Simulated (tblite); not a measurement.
C6H10FNS.
Geometry (GFN2-xTB, Å), atoms numbered from 1 in this order:
```
atom  x, y, z in Å
C1     3.0431   -0.1451    1.2943
S2     1.3322    0.1914    1.7975
C3     0.4114    0.2371    0.2965
C4     0.8641    0.3220   -0.9491
F5     2.1620    0.4146   -1.3069
C6    -1.0771    0.1290    0.5394
C7    -1.5343   -1.3243    0.4237
C8    -1.8319    1.0416   -0.3823
N9    -2.7739    0.6164   -1.0891
H10    3.4567    0.7066    0.7648
H11    3.5893   -0.3146    2.2172
H12    3.0682   -1.0359    0.6751
H13    0.2126    0.3206   -1.8109
H14   -1.2651    0.4795    1.5626
H15   -2.6018   -1.3855    0.6087
H16   -1.0056   -1.9409    1.1459
H17   -1.3392   -1.6961   -0.5777
H18   -1.4813    2.0844   -0.3559
H19   -3.2393    1.3084   -1.6719
```

All values are computed: GFN2-xTB (tblite) harmonic vibrations without scaling, gas phase. The method is semi-empirical: single wavenumbers can be off by several per cent or more. One conformer, not necessarily the lowest.

Harmonic wavenumbers (cm⁻¹): 25.3, 55.5, 63.3, 148.2, 173.8, 186.5, 208.8, 213.7, 242.0, 264.2, 319.8, 336.7, 503.6, 554.8, 602.5, 651.4, 732.4, 741.5, 794.7, 894.0, 940.1, 960.2, 998.2, 1018.0, 1027.7, 1074.8, 1101.7, 1139.6, 1197.9, 1241.6, 1274.4, 1289.3, 1317.2, 1366.3, 1399.0, 1444.7, 1450.2, 1475.7, 1487.0, 1683.8, 1744.0, 2818.4, 2907.2, 3043.0, 3045.6, 3052.9, 3056.3, 3061.5, 3068.5, 3074.2, 3341.9.

A = 2222, B = 863.0, C = 708.2 MHz; mass 147.052 u (most abundant isotopes); point group C1, symmetry number 1.

Problem. What is the zero-point energy?

Solution. Half the sum of the wavenumbers: 32407 cm⁻¹ = 387.67 kJ/mol.

Problem. Give the ideal-gas entropy at 273.15 K and 1 bar in the rigid-rotor, harmonic-oscillator model (classical rotation).

Solution. Translation 169.28, rotation 123.80, vibration 140.29: S = 433.4 J/(mol K).

Problem. And Cp and H(273.15 K) − H(0)?

Solution. Cp = 162.27 J/(mol K), of which vibrations give 129.01 (their classical limit is 51 R = 424.0); H(273.15 K) − H(0) = 28.27 kJ/mol without the zero-point energy, 19.18 from vibrations.

Problem. Which modes carry the vibrational entropy at 273.15 K?

Solution. 25.3 cm⁻¹: 25.08; 55.5 cm⁻¹: 18.57; 63.3 cm⁻¹: 17.48; 148.2 cm⁻¹: 10.58; 173.8 cm⁻¹: 9.33; 186.5 cm⁻¹: 8.79 J/(mol K); the other 45 give 50.45 together.

Problem. How do the functions run with temperature in this model?

Solution. 
```json
{"T (K)": "100", "S (J/(mol K))": "310.8", "Cp (J/(mol K))": "91.0", "H − H(0) (kJ/mol)": "6.15", "G − H(0) (kJ/mol)": "-24.93", "ln q(vib)": "2.75"}
{"T (K)": "200", "S (J/(mol K))": "387.6", "Cp (J/(mol K))": "133.2", "H − H(0) (kJ/mol)": "17.46", "G − H(0) (kJ/mol)": "-60.05", "ln q(vib)": "6.11"}
{"T (K)": "300", "S (J/(mol K))": "449.1", "Cp (J/(mol K))": "173.1", "H − H(0) (kJ/mol)": "32.77", "G − H(0) (kJ/mol)": "-101.95", "ln q(vib)": "9.25"}
{"T (K)": "500", "S (J/(mol K))": "555.3", "Cp (J/(mol K))": "245.5", "H − H(0) (kJ/mol)": "74.96", "G − H(0) (kJ/mol)": "-202.67", "ln q(vib)": "15.08"}
{"T (K)": "800", "S (J/(mol K))": "687.4", "Cp (J/(mol K))": "316.1", "H − H(0) (kJ/mol)": "160.15", "G − H(0) (kJ/mol)": "-389.79", "ln q(vib)": "23.05"}
{"T (K)": "1000", "S (J/(mol K))": "761.5", "Cp (J/(mol K))": "347.0", "H − H(0) (kJ/mol)": "226.62", "G − H(0) (kJ/mol)": "-534.83", "ln q(vib)": "27.89"}
```

q(vib) and H(0) count from the zero-point level.

Problem. What must be added to the electronic energy to get the Gibbs energy at 273.15 K and 1 bar?

Solution. ZPE + [H(273.15 K) − H(0)] − T·S = 387.67 + 28.27 − 118.37 = 297.57 kJ/mol.

Hindered rotation and anharmonicity are outside this model. Other conformers, if any are populated, would add a mixing term that is left out. The structure is chiral; the term R ln 2 for an equal mix with its mirror image is left out.
